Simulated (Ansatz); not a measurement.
Reaction: BrCl (SMILES BrCl) → Cl (doublet) + Br (doublet) (the Br-Cl bond breaks)
Each species at its own B3LYP-D3(BJ)/def2-TZVP minimum (Ansatz, a first-principles code).

Wanted: bond dissociation energy (electronic), in kcal/mol. Open shells are spin-unrestricted; no spin-orbit coupling. Cores are frozen in correlated methods (noble-gas shells, and filled d and f shells in the p block). No relativity. CBS(X,Y): correlation extrapolated as X^-3, Hartree-Fock from the larger set. A bracket is a step between two methods taken in the basis named. Spin-orbit terms, left out, reach several kcal/mol for Br and I, and more for heavier atoms.

CCSD(T)/CBS(def2-TZVPP,def2-QZVPP) + [CCSDT(Q) - CCSD(T)]/def2-TZVPP + [CCSDTQ - CCSDT(Q)]/def2-SVP (Ansatz) gives 55.8 kcal/mol.

What does PBE/def2-TZVPD (Ansatz) give here, and how do the other levels compare?

PBE gives 61.9 kcal/mol, 6.1 kcal/mol above it. Differences of the others: r2SCAN/def2-TZVPD (Ansatz) 0.8; B3LYP/def2-TZVPD (Ansatz) -3.3; PBE0/def2-TZVPD (Ansatz) 0.1; wB97M-V/def2-TZVPD (Ansatz) -0.9; CCSD(T)/CBS(def2-TZVPP,def2-QZVPP) (Ansatz) -0.2 kcal/mol.
